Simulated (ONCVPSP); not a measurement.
## What one change does to a pseudopotential (cerium, ONCV)

ONCVPSP 4.0.1 input, shortened (lines: element, Z, core and valence counts, functional; n l f; lmax; l rc ep ncon nbas qcut; lloc lpopt rc5 dvloc0; l nproj debl; icmod fcfact rcfact), PBE, scalar-relativistic:

```
  Ce 58.00    9    5        4      upf
    1    0    2.00
    2    0    2.00
    2    1    6.00
    3    0    2.00
    3    1    6.00
    3    2   10.00
    4    0    2.00
    4    1    6.00
    4    2   10.00
    4    3    1.00
    5    0    2.00
    5    1    6.00
    5    2    1.00
    6    0    2.00
    3
    0    2.30    0.00    3    7    4.70
    1    2.80    0.00    4    9    3.80
    2    3.10    0.00    4    9    4.90
    3    1.40    0.00    3    7    9.90
    3    5    1.40    0.00
    0    3    1.00
    1    1    1.90
    2    3    1.00
    3    0    0.40
    3    6.00    1.30
```

Change: all radii but the core radius scaled by about 1.12 (s 2.58, p 3.12, d 3.46, f 1.56 bohr).

Cutoffs: the cutoffs (Ha) at which the residual kinetic energy of the hardest occupied pseudo-wave falls to 1 and 0.1 mHa per electron; they do not see the model core or the augmentation charge, which bear on the density cutoff. Errors are all-electron minus pseudo energies relative to the spin-unpolarised reference configuration.

Q: What does the change do?

A: The potential gets softer (49 Ha and 125 Ha → 43 Ha and 49 Ha); both files keep a bound ghost (p, s); of the 3 tests that both files solve, the error grows in 2 and shrinks in 1 by more than 15 % and 0.3 meV (median size 3.5 → 2.2 meV). A larger radius leaves more room for a smooth pseudo-wave, so fewer plane waves are needed.

```csv
quantity,base,changed
"cutoff, loose",49 Ha,43 Ha
"cutoff, tight",125 Ha,49 Ha
loose cutoff by channel,"s 8.1 Ha, p 5.2 Ha, d 6.3 Ha, f 49 Ha","s 6.8 Ha, p 5.1 Ha, d 6.2 Ha, f 43 Ha"
bound ghosts,"s, p","s, p"
GHOST(+) flags under 300 eV,d at 150.9 eV,d at 150.9 eV
"tests counted as reliable (solved cleanly; for ONCVPSP, near-neutral configurations with less than one 5d electron left out)",3 of 4,3 of 4
"error for 4f1 5s2 5p6 5d1 6s1, meV [ΔE 6.07 eV]",-1.8,-2.2
"error for 4f1 5s2 5p6 5d1 6s0, meV [ΔE 17.15 eV]",-7.0,-10
"error for 4f1 5s2 5p6 5d0 6s0, meV [ΔE 36.33 eV]",+3.5,+2.1
"rms error of d²Exc/dni dnj with the model core, mHa",4.28,4.26
```

 A true bound ghost makes a file unfit for plane-wave use even where its test errors are small: the radial tests pick states by their node count and pass the ghost by.
